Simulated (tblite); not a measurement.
A tight-binding relaxation on `C[C@@H]([GeH3])[C@@H](C=O)C(F)(F)F`.

Computed with GFN2-xTB geometry optimisation, gas phase (tblite 0.8.0). Start geometry: from a force field or distance geometry. A driver script takes a list of jobs; this job's settings line and coordinates (Å) are shown.

Command:
```bash
OMP_NUM_THREADS=1 python probes_run.py task.json out
```

Input:
```
{"job": {"kind": "relax", "xc": "GFN2-xTB", "basis": "xTB"}, "charge": 0, "multiplicity": 1}
C     -1.427700    -0.489200    -1.201300
C     -0.549900     0.440600    -0.414400
Ge    -1.245700     0.538200     1.392300
C      0.913700     0.150200    -0.502600
C      1.618600     1.151100     0.359400
O      1.044200     2.022800     0.967900
C      1.349100    -1.211100    -0.074300
F      2.743900    -1.337400    -0.205000
F      0.973100    -1.590300     1.195100
F      0.845100    -2.192200    -0.933400
H     -2.490200    -0.148000    -0.969900
H     -1.350500    -1.532500    -0.861400
H     -1.322000    -0.393300    -2.280200
H     -0.673900     1.448400    -0.889700
H     -2.610200    -0.212200     1.481400
H     -1.579100     2.032600     1.693400
H     -0.232600    -0.026000     2.378800
H      1.283500     0.282900    -1.540200
H      2.700600     1.074500     0.396500
```

Output:
```
step      E/eV     max force
  0    -964.62990    2.230
  1    -964.91263    1.885
  2    -964.96582    1.852
  3    -965.03134    0.459
  4    -965.05706    0.432
  5    -965.07871    0.438
  6    -965.09413    0.372
  7    -965.11000    0.271
  8    -965.12389    0.271
  9    -965.13355    0.238
... (58 lines left out)
 68    -965.22438    0.026
 69    -965.22448    0.035
 70    -965.22458    0.030
 71    -965.22467    0.020
 72    -965.22473    0.018
 73    -965.22478    0.023
 74    -965.22484    0.027
 75    -965.22489    0.020
 76    -965.22492    0.013
 77    -965.22494    0.010
```

«max force» is the largest atomic force in eV/Å.

Q: From which step on does the largest force stay under 0.1 eV/Å, and how much energy is left to gain from there?

A: From step 41 (0.064 eV/Å), 8.7 meV above the end.

Main results: energy lowered by 13.7 kcal/mol over 77 steps; largest atomic force 0.010 eV/Å at the end.

On an Arm Neoverse N1 with one thread (shared host), this took 1.1 s wall.
Labels such as C1 count atoms from 1, the log's own numbers from 0.
